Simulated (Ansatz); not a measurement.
`[GeH3][Ga]1[BH][CH2][AlH]1`. Total charge 0; spin multiplicity 1.

Cartesian coordinates in Å:
```
Ge 1.367 -2.534 0.807
Ga 0.224 -0.428 0.415
B 0.320 1.657 0.135
C -0.566 1.993 -1.017
Al -1.919 0.649 -0.287
H 0.724 -3.261 2.004
H 1.225 -3.451 -0.422
H 2.870 -2.375 1.105
H 0.678 2.491 0.916
H -0.707 1.235 -1.837
H -0.757 2.992 -1.401
H -3.458 1.032 -0.418
```

List the harmonic frequencies (cm⁻¹, unscaled) at PBE0-D4/def2-TZVP in Ansatz. (Best estimate.)

Ansatz gave: 21, 60, 63, 193, 239, 268, 297, 362, 402, 427, 458, 488, 508, 564, 740, 784, 845, 866, 876, 883, 1017, 1148, 1421, 1888, 2127, 2136, 2137, 2609, 2775, 3171.

Is this a minimum?

Yes, all 30 modes are real.

Give the ideal-gas thermochemistry at 298.15 K and 1 bar (rigid rotor, harmonic oscillator; point group C1, symmetry number 1).

Zero-point energy 178.1 kJ/mol; H(298) − E = 205.9 kJ/mol; entropy 419.3 J/(mol·K), of which translation 174.9, rotation 122.3, vibration 122.1; G(298) − E = 80.8 kJ/mol. Modes under 100 cm⁻¹ are hindered rotations or soft bends, so the harmonic entropy is rough.

Rotational constants (cm⁻¹)?

0.19, 0.0231, 0.02138.
